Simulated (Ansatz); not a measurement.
Species: InF$_{3}$, net charge 0, singlet state. 
Coordinates optimised at B3LYP-D3(BJ)/def2-TZVP (Ansatz, a quantum-chemistry and plane-wave program):
```xyz
4

In     0.0000     0.0000     0.0000
F     -1.6502    -1.0027     0.0575
F      0.0200     1.7858    -0.7364
F      1.6302    -0.7832     0.6789
```

Basis-set convergence of Hartree-Fock and MP2 correlation energies (hartree) with Ansatz. Valence correlation only, unless marked. Spin-orbit coupling is left out. The frozen core is the preceding noble-gas configuration, with the filled d and f shells of earlier blocks. Past Kr the def2 sets carry scalar-relativistic core potentials.

```tsv
basis	functions	E(HF)	E(corr, MP2)
def2-SVPD	101	-487.37309	-0.66735
def2-TZVPPD	176	…	…
```

Question: Some entries are withheld; supply them.

Answer: 
- def2-TZVPPD, E(HF): -487.74112
- def2-TZVPPD, E(corr, MP2): -0.84751
